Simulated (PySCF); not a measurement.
BeFHO, SMILES [OH][Be][F]. Atoms are numbered in the order given.

```xyz
4

Be     0.0009     0.0417     0.0000
F     -0.0158     1.4333     0.0000
O      0.0933    -1.3796     0.0000
H     -0.6079    -2.0295     0.0000
```
Charge 0, spin multiplicity 1.

The structure is a stationary point at TPSSh-D3(BJ)/def2-TZVP. One conformer was computed; it need not be the lowest.

All values below come from PBE0/pcJ-1 in PySCF.

Isotropic couplings with Fermi-contact, spin-dipole and both spin-orbit terms, one fixed conformer, no vibrational averaging. Isotopes: 19F, 1H.

Task: Estimate the spin–spin coupling constants. (The exact figures need the calculation; the answer reports its results.)

Result: 
```csv
pair,bonds apart,J (Hz)
F2–H4,3,1.5
```
